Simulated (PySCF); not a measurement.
Ranking problems on computed properties.

Species are written as SMILES; each is one conformer at its optimised geometry, gas phase, non-relativistic unless stated; the electronic structure was computed with PySCF and density fitting.

The conformers computed, where there is a choice (atom-mapped SMILES and torsion angles):
- `[H]/[C:1]=[C:2](\[Cl:3])[CH2:4][Cl:5]`: C1–C2–C4–Cl5 103°
- `[CH3:1][CH2:2][C:3]1=[N:4][O:5][CH+:6][C:7]1[CH2:8][F:9]`: C1–C2–C3–N4 96°, C6–C7–C8–F9 -162°
- `[CH3:1][CH2:2][Si:3]([SH:4])[C:5]#[N:6]`: C1–C2–Si3–S4 -172°, H–S4–Si3–C2 169°
- `[CH3:1][CH2:2][C-:3]1[N:4][O:5][CH:6]=[C:7]1[CH2:8][F:9]`: C1–C2–C3–N4 90°, C6–C7–C8–F9 91°
- `[H]/[C-:1]=[C:2]/[C:3](=[CH:4]\[CH:5]=[CH2:6])[O:7][SiH3:8]`: C3–C4–C5–C6 180°, C2–C3–O7–Si8 -3°
- `[H]/[N:1]=[CH:2]\[CH:3]=[CH:4]/[S:5][SiH2:6]`: N1–C2–C3–C4 180°, C3–C4–S5–Si6 177°
- `[CH2:1][CH2:2][Si@@H:3]([SH:4])[C:5]#[N:6]`: C1–C2–Si3–S4 61°, H–S4–Si3–C2 -33°
- `[CH2:1]=[CH:2]/[CH:3]=[N:4]/[SiH:5][SH:6]`: C1–C2–C3–N4 180°, C3–N4–Si5–S6 179°, H–S6–Si5–N4 -1°

Question: Rank by smallest rotational constant, highest first (GFN2-xTB).
A. `[H]/[C-]=[C]/C(=C\C=C)O[SiH3]` [radical]
B. `[H]/[C]=C(\Cl)CCl` [radical]
C. `C1(=NO[CH+][C]1CF)CC` [radical]
D. `CC[Si](S)C#N` [radical]
E. `C([Si@@H](S)C#N)[CH2]` [radical]
F. `C1(CF)[C-](CC)[N]OC=1` [radical]
G. `[H]/N=C\C=C/S[SiH2]` [radical]

Answer: B (1.608 GHz), E (1.138 GHz), D (1.063 GHz), C (0.994 GHz), F (0.922 GHz), G (0.835 GHz), A (0.710 GHz).

Question: By how much do the two ends of that ranking differ?

Answer: By 0.898 GHz, between `[H]/[C]=C(\Cl)CCl` [doublet state] and `[H]/[C-]=[C]/C(=C\C=C)O[SiH3]` [charge -1 and doublet state].

Question: Rank by isotropic g value, lowest first (unrestricted B3LYP/pcH-1, mean-field spin–orbit at GFN2-xTB geometries).
A. `[CH2]C[Si@@H](S)C#N` [radical]
B. `[H]/[C]=C(\Cl)CCl` [radical]
C. `[H]/N=C\C=C/S[SiH2]` [radical]
D. `C=C/C=N/[SiH]S` [radical]
E. `[H]/[C-]=[C]/C(O[SiH3])=C\C=C` [radical]
F. `CC[Si](S)C#N` [radical]
G. `CC[C-]1[N]OC=C1CF` [radical]

Answer: B (2.00204), E (2.00239), A (2.00323), G (2.00375), D (2.00409), F (2.00477), C (2.00605).
